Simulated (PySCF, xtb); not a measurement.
GeCl2, SMILES [Cl][Ge][Cl] (connectivity only; charge and spin as stated), neutral, multiplicity 1.

Harmonic wavenumbers (cm⁻¹) from GFN2-xTB (xtb) at its own minimum, in rising order: 148, 321, 365.

Q: What does PySCF with PBE-D3(BJ)/def2-TZVP give at its own minimum? (Estimate from the structure and the level; the computed values follow.)

A: 147, 370, 389. Paired by order, the mean absolute difference is 25 cm⁻¹ and the zero-point energies are 1.2 and 1.3 kcal/mol.
